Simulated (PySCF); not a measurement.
Ligands exchanged one at a time, Ga Br-OH. All species are isolated molecules in the gas phase. One relaxed conformer stands for each flexible species; it need not be the lowest. Strings in code marks are SMILES.

Calculation: B3LYP-D3(BJ)/def2-TZVP run with PySCF 2.14.0. B3LYP has the VWN-RPA correlation part, as in Gaussian. Delta-SCF ions had no search for a lower state. Excitations are Tamm–Dancoff values on a coarser integration grid. The basis has no diffuse functions, so Rydberg states are missing or too high.

```
species                                                                                          T1 excitation (TDA) (eV)  vertical ionisation energy (Delta-SCF) (eV)
-----------------------------------------------------------------------------------------------  ------------------------  -------------------------------------------
0 of 3 Br replaced by OH (`[Br][Ga]([Br])[Br]`)                                                                (withheld)                                        10.45
1 of 3 Br replaced by OH (`[OH][Ga]([Br])[Br]` (H–O–Ga–Br torsion 180°))                                             4.84                                        10.69
2 of 3 Br replaced by OH (`[OH][Ga]([OH])[Br]` (H–O–Ga–Br torsion 0°, Br–Ga–O–H torsion -180°))                      5.24                                        10.92
3 of 3 Br replaced by OH (`[OH][Ga]([OH])[OH]`)                                                                      5.66                                   (withheld)
```

### Question
Fill in the missing entries.

### Answer

- 0 of 3 Br replaced by OH (`[Br][Ga]([Br])[Br]`), T1 excitation (TDA) (eV): 4.42
- 3 of 3 Br replaced by OH (`[OH][Ga]([OH])[OH]`), vertical ionisation energy (Delta-SCF) (eV): 11.17
